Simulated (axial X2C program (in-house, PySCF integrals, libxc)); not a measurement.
Values are calculated unless marked as measured or tabulated.
**SbP: input and output**

Program: an axial X2C code built on PySCF integrals.

The run was started with this input:
```json
{
 "zs": [
  51,
  15
 ],
 "q": 0,
 "bas": [
  "dyall-cv3z",
  "dyall-v3z"
 ],
 "levels": [
  "PBE0",
  "HF",
  "PW91"
 ],
 "cc": true,
 "r0": 2.35,
 "thr": -2.0,
 "nmax": 110,
 "npts": 10,
 "nst": 2,
 "ntry": 8
}
```
```bash
python so2c.py task.json out
```

Keys: zs atomic numbers; q charge; bas basis sets; levels methods; cc coupled cluster on or off; r0 starting distance in Å; thr threshold in hartree for freezing inner shells (an s shell follows its p shell); nmax most natural virtual spinors; npts points on the curve; nst determinants followed; ntry starts of the search. HF also brings MP2.

Output of the HF step, without spin–orbit coupling, at R = 2.194 Å for the state M_S = 0, Λ = 0. It starts from PBE0 orbitals of this distance.

```
spin-free X2C-1e  HF
basis functions 170  fitting functions 942  grid points 5083
iter        total energy     max residual
   1      -6819.557573240     3.94e-01
   2      -6819.583121388     5.75e-03
   3      -6819.583851509     1.64e-03
   4      -6819.583929639     7.90e-04
   5      -6819.583948206     2.83e-04
   6      -6819.583950434     1.88e-04
   7      -6819.583951435     2.97e-05
   8      -6819.583951484     1.36e-05
   9      -6819.583951491     3.74e-06
  10      -6819.583951493     2.08e-06
converged
one-electron -9740.59957182  Coulomb 2928.56140669  exact exchange -192.05835079  xc functional 0.00000000  nuclear repulsion 184.51256443
correlated 20  virtual 228  natural virtual 110  E(MP2) -0.752925850  MP2 remainder -0.065618998
iter   CCSD correlation   residual
   1     -0.625217423   2.27e-01
   2     -0.645928644   9.90e-02
   3     -0.650956058   3.30e-02
   4     -0.650825798   1.26e-02
   5     -0.650748917   4.97e-03
   6     -0.650838327   1.39e-03
   7     -0.650819668   4.55e-04
   8     -0.650818810   1.13e-04
   9     -0.650820155   3.36e-05
  10     -0.650819095   1.06e-05
  11     -0.650819253   3.25e-06
  12     -0.650819168   1.14e-06
  13     -0.650819174   4.99e-07
(T) -0.028581023  T1 0.0213  D1 0.0398  max T2 0.113
```
Energies are in hartree; totals compare only within one Hamiltonian and basis. T1 in the output is the amplitude norm over the root of the electron number; divide by √2 for the Lee–Taylor value.
